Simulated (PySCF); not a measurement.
C₃H₈BNO, SMILES C[C@@H]1CB(N)O1.

The structure is a stationary point at B3LYP-D3(BJ)/def2-SVP. The structure was generated by enumeration; whether it is a known compound was not checked. One conformer was computed; it need not be the lowest.

Vertical ionisation energy (IE) and electron affinity (EA) in eV. Rows of orbital energies are one-electron estimates. Where ΔSCF, EOM or ADC give a negative EA the extra electron is unbound and the value depends on the basis.

| level | IE | EA |
|---|---|---|
| −ε(HOMO), −ε(LUMO), CAM-B3LYP/def2-TZVP (PySCF) | 8.91 | -1.69 |
| −ε(HOMO), −ε(LUMO), PBE/def2-TZVP (PySCF) | 6.03 | -0.23 |
